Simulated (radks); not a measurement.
Results of a calculation; reference values are marked as such.
Question: Ionisation of the silicon ion Si+, [Ne] 3s2 3p1, to Si2+, [Ne] 3s2, under several functionals. Non-relativistic Kohn-Sham, spin-polarised, spherical densities, point nucleus; open shells are filled with parallel spins first; a radial shooting solver on a logarithmic mesh with Libxc functionals. Known Delta-SCF values: exchange-only B88 15.535 eV; TASK exchange with Perdew-Wang LDA correlation 16.207 eV; exchange-only r2SCAN 15.402 eV. What does Tao-Mo meta-GGA give, and what is its highest occupied eigenvalue?

Answer: 16.195 eV by Delta-SCF; the 3p eigenvalue is -12.077 eV. NIST: 16.346 eV (measured).
